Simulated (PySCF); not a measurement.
A calculated (LDA, PySCF 2.14, x2c-TZVPPall, the spin-free X2C one-electron Hamiltonian (Gaussian nucleus)) atom or ion has these occupied shells.

| shell | electrons | orbital energy (eV) | rms radius, mean of both spins (bohr) |
| --- | --- | --- | --- |
| 1s α | 1 | -6423.9 | 0.0704 |
| 1s β | 1 | -6423.9 | 0.0704 |
| 2s α | 1 | -758.31 | 0.304 |
| 2s β | 1 | -756.34 | 0.304 |
| 2p α | 3 | -645.77 | 0.274 |
| 2p β | 3 | -644.22 | 0.274 |
| 3s α | 1 | -101.87 | 0.910 |
| 3s β | 1 | -97.505 | 0.910 |
| 3p α | 3 | -70.722 | 0.971 |
| 3p β | 3 | -66.463 | 0.971 |
| 3d α | 4 | -22.203 | 1.22 |
| 4s α | 1 | -14.240 | 2.87 |
| 4s β | 1 | -13.346 | 2.87 |

(1) Name the element and its charge.

Results:

(1) Mn⁺ (manganese, charge +1), in [Ar] 3d4 4s2, high-spin 5D determinant (an excited configuration).
